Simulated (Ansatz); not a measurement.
Stepwise reaction of `C[Si](O)(O)O` with hydrogen, as a gas-phase model of exchange steps in deposition or etching. ΔE in kJ/mol; ΔG adds harmonic PBE0-D4 terms to CCSD(T)/CBS, at 1 bar.

Gas-phase electronic energies from Ansatz, PBE0-D4/def2-TZVP geometries. CCSD(T)/CBS adds triple-zeta CCSD(T) − MP2 to the extrapolated MP2 energy (def2 sets, frozen cores). This one scheme is used for every species. Functionals use def2-TZVPP. B3LYP here is the variant with VWN-RPA as its local correlation; programs differ in this. Each species was taken in one conformer, which may not be the lowest.

| step | reaction | PBE-D4 | B3LYP-D4 | ωB97M-V | CCSD(T)/CBS | ΔG(600 K) |
| --- | --- | --- | --- | --- | --- | --- |
| 1 | `C[Si](O)(O)O` + H₂ → `C[SiH](O)O` + H₂O | 94.2 | 101.3 | 102.4 | 98.9 | 96.6 |
| 2 | `C[SiH](O)O` + H₂ → `C[SiH2]O` + H₂O | 93.2 | 98.8 | 100.2 | 96.6 | 88.8 |
| 3 | `C[SiH2]O` + H₂ → `C[SiH3]` + H₂O | 64.1 | 70.7 | 71.3 | 69.1 | 71.4 |

Question: By hand: ΔE of the 3 steps together at CCSD(T)/CBS.

Answer: (98.9) + (96.6) + (69.1) = 264.6 kJ/mol, or 88.2 kJ/mol a step.

In ΔE each step is lower than the one before. All are uphill at CCSD(T)/CBS. ΔG lies between 71.4 and 96.6 kJ/mol a step. PBE-D4 differs from CCSD(T)/CBS by -5.0 to -3.4 kJ/mol a step. Isolated molecules leave out the surface, adducts and barriers. Largest T1 diagnostic: 0.011.
